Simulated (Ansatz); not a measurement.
```yaml
crystal:
  periodic: [false, false, false]
  atoms:
    - {symbol: C, position_ang: [-0.586850, 1.768142, 0.411640]}
    - {symbol: O, position_ang: [-0.289352, 1.342097, -0.883216]}
    - {symbol: In, position_ang: [0.326437, -0.502272, -1.336082]}
    - {symbol: C, position_ang: [0.481217, -1.763790, 0.386631]}
    - {symbol: H, position_ang: [-0.454428, 0.989997, 1.180084]}
    - {symbol: H, position_ang: [0.052719, 2.614650, 0.696438]}
    - {symbol: H, position_ang: [-1.628646, 2.110632, 0.475832]}
    - {symbol: H, position_ang: [0.585707, -0.633500, -3.017950]}
    - {symbol: H, position_ang: [0.825602, -2.761576, 0.117472]}
    - {symbol: H, position_ang: [1.181421, -1.323614, 1.098491]}
    - {symbol: H, position_ang: [-0.493827, -1.840756, 0.870660]}
basis:
  gaussian: {orbitals: def2-TZVPD, fitting: {mean_field: def2-universal-jkfit}}
hamiltonian: {xc: {name: revPBE}}
accuracy: high
```

```sh
$ ansatz run in.yaml --threads 4 --pin off --events-out ev --progress --plain --max-ram 10444MiB
```

It prints (some lines left out):

```
Functional definition: revPBE
571 factors; integrals over basis functions are off by at most 8.8e-1 eV
mean field evaluation 1: about -9391.5248 eV, gradient 9.4e1 eV
mean field evaluation 2: about -9216.8880 eV, gradient 2.3e2 eV
mean field evaluation 4: about -9409.9667 eV, gradient 1.4e1 eV
mean field evaluation 8: about -9410.5794 eV, gradient 1.7e-1 eV
mean field evaluation 16: about -9410.5850 eV, gradient 7.2e-5 eV
mean field -9410.58496716 eV, -345.8326188195 hartree, gradient 6.6e-8 eV, S^2 0.000000; 0 other end points of the search recorded, 0 dependent functions left out
reference -9410.58497420 eV, -345.8326190783 hartree; 24, 24 occupied and 209, 209 virtual orbitals, 571 factors
Total energy: -9410.58497420 eV, -345.8326190783 hartree
```

Run time 4.3 s (4 threads of an Arm Neoverse V2 on a shared host); peak host memory 0.34 GiB.
